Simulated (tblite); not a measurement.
C6H11BSi.
SMILES with atom numbers: `[CH3:1][B:2]([CH3:3])[C:4]1=[CH:5][SiH2:6][CH:7]=[CH:8]1` (hydrogens: H9, H10, H11 on C1; H12, H13, H14 on C3; H15 on C5; H16, H17 on Si6; H18 on C7; H19 on C8)

Computed with GFN2-xTB (tblite), gas phase: L-BFGS steps from a force-field or distance-geometry start until the largest atomic force falls under 0.01 eV/Å.

Step 8: E = -580.4183 eV
```
atom  x, y, z in Å  |  force x, y, z in eV/Å
C1     -1.8472   -1.5081    0.5862   -0.042  -0.065   0.015
B2     -1.2632   -0.1676   -0.0312   -0.328  -0.147  -0.011
C3     -2.1671    1.1209   -0.1811   -0.030   0.005   0.129
C4      0.2638   -0.0154   -0.2081   -0.006   0.072  -0.119
C5      0.9168    0.5353   -1.2562   -0.053  -0.085   0.135
Si6     2.7624    0.5970   -0.9194    0.106   0.011   0.000
C7      2.4390   -0.1886    0.7637    0.052  -0.004  -0.028
C8      1.1325   -0.4211    0.9007    0.058   0.122  -0.054
H9     -1.0487   -2.1081    1.0303   -0.229   0.050   0.063
H10    -2.5907   -1.2602    1.3505    0.156  -0.191  -0.049
H11    -2.3526   -2.1807   -0.1135    0.070   0.299  -0.060
H12    -2.6351    1.2814    0.7910   -0.094   0.120  -0.029
H13    -2.9868    1.0517   -0.8990    0.170  -0.088   0.056
H14    -1.5805    2.0107   -0.4053   -0.122  -0.024  -0.112
H15     0.3803    0.8557   -2.1319   -0.011   0.051  -0.068
H16     3.5093   -0.2957   -1.8180    0.049   0.162   0.069
H17     3.2510    1.9823   -0.7904    0.031  -0.204  -0.094
H18     3.1342   -0.4384    1.5433    0.159  -0.016   0.055
H19     0.6727   -0.8419    1.7809    0.063  -0.068   0.103
```

Step 9: E = -580.4337 eV
```
atom  x, y, z in Å  |  force x, y, z in eV/Å
C1     -1.8525   -1.5119    0.5964    0.004   0.035  -0.112
B2     -1.2661   -0.1680   -0.0296   -0.270  -0.062   0.159
C3     -2.1709    1.1281   -0.1771    0.033  -0.122   0.091
C4      0.2664   -0.0093   -0.2053   -0.107  -0.065  -0.051
C5      0.9210    0.5329   -1.2538   -0.088  -0.005   0.010
Si6     2.7679    0.5974   -0.9238    0.064  -0.035   0.056
C7      2.4460   -0.1889    0.7601    0.011  -0.013   0.028
C8      1.1393   -0.4193    0.9002   -0.026   0.132  -0.070
H9     -1.0582   -2.1222    1.0337   -0.212   0.076   0.054
H10    -2.6022   -1.2823    1.3601    0.179  -0.129  -0.071
H11    -2.3531   -2.1675   -0.1221    0.056   0.250  -0.047
H12    -2.6449    1.2924    0.7923   -0.061   0.118  -0.074
H13    -2.9834    1.0437   -0.9008    0.124  -0.067   0.062
H14    -1.5890    2.0191   -0.4150   -0.125  -0.076  -0.054
H15     0.3794    0.8545   -2.1272    0.025   0.050  -0.071
H16     3.5222   -0.2869   -1.8190    0.060   0.116   0.030
H17     3.2604    1.9767   -0.7988    0.043  -0.123  -0.081
H18     3.1349   -0.4382    1.5459    0.183  -0.015   0.020
H19     0.6729   -0.8412    1.7765    0.106  -0.065   0.122
```

Task: Estimate the geometry and energy of step 10. (The exact step hangs on the optimiser's Hessian estimate; all steps are aligned on step 9, rigid shifts and turns removed.)

Result: E = -580.4467 eV, largest force 0.270 eV/Å
```
atom  x, y, z in Å  |  force x, y, z in eV/Å
C1     -1.8572   -1.5144    0.6035    0.034   0.109  -0.162
B2     -1.2725   -0.1690   -0.0246   -0.096   0.043   0.249
C3     -2.1738    1.1325   -0.1723    0.055  -0.175   0.048
C4      0.2658   -0.0056   -0.2038   -0.136  -0.148   0.009
C5      0.9233    0.5310   -1.2520   -0.104   0.046  -0.067
Si6     2.7737    0.5970   -0.9266   -0.039  -0.083   0.097
C7      2.4523   -0.1894    0.7577   -0.010  -0.016   0.080
C8      1.1447   -0.4157    0.8991   -0.111   0.084  -0.023
H9     -1.0704   -2.1334    1.0376   -0.133   0.063   0.040
H10    -2.6093   -1.3042    1.3672    0.127  -0.051  -0.050
H11    -2.3528   -2.1515   -0.1308    0.011   0.155  -0.085
H12    -2.6546    1.3045    0.7919   -0.047   0.112  -0.078
H13    -2.9781    1.0354   -0.9012    0.047  -0.065   0.040
H14    -1.5989    2.0248   -0.4244   -0.095  -0.114  -0.004
H15     0.3791    0.8543   -2.1244    0.056   0.043  -0.067
H16     3.5350   -0.2771   -1.8196    0.076   0.060  -0.014
H17     3.2698    1.9697   -0.8077    0.062  -0.026  -0.064
H18     3.1388   -0.4382    1.5484    0.154  -0.005  -0.041
H19     0.6754   -0.8415    1.7744    0.150  -0.034   0.091
```

The energy changes by -0.0131 eV. The first-order estimate −F·Δx gives -0.0181 eV and the mean of the old and new forces, exact on a quadratic surface, -0.0131 eV. The step makes an angle of 62° with the force vector and moves no atom by more than 0.024 Å.

The cost below is that of the whole relaxation. Hardware: an Arm Neoverse N1 with one thread, shared host with 64 logical CPUs at a one-minute load of 63. Cost: 1.6 s wall.
